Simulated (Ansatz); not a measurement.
Gas-phase electronic energies from Ansatz, PBE0-D4/def2-TZVP geometries. CCSD(T)/CBS is the MP2 limit (def2-TZVPP, def2-QZVPP) plus CCSD(T) − MP2 in def2-TZVPP, frozen cores. Functionals use def2-TZVPP. Each species was taken in one conformer, which may not be the lowest.

Reaction (isomerisation): `N=CBO` → `NB1CO1`

`N=CBO`:

Z-matrix (Å, degrees):
```
C
B 1 1.592
N 1 1.273 2 115.3
H 1 1.097 2 122.9 3 -180.0
O 2 1.339 1 115.9 3 -0.0
H 2 1.196 1 124.6 3 180.0
H 3 1.020 1 113.2 2 -180.0
H 5 0.974 2 108.2 1 0.0
```

`NB1CO1`:

```xyz
8

N    -0.649    1.324   -0.360
B    -0.204    0.053   -0.043
C     0.772   -1.035    0.323
O    -0.702   -1.189    0.119
H    -1.615    1.527   -0.553
H    -0.035    2.115   -0.416
H     1.076   -1.226    1.349
H     1.357   -1.569   -0.421
```

```tsv
species	PBE-D4 energy (Eh)
`N=CBO`	-195.20536
`NB1CO1`	-195.22388
```

(1) Work out ΔE.

Largest T1 diagnostic among the species: 0.014.

## Answers

(1) ΔE = (-195.22388) − (-195.20536) = -0.01852 Eh = -48.6 kJ/mol. CCSD(T)/CBS gives -31.2 kJ/mol.

At CCSD(T), def2-SVP lies +10.7 kJ/mol from the extrapolated value and def2-TZVPP +2.7 kJ/mol. In def2-TZVPP, CCSD(T) changes the Hartree–Fock value by −8.5 kJ/mol (the triples alone add +1.3 kJ/mol) and MP2 by −20.2 kJ/mol.
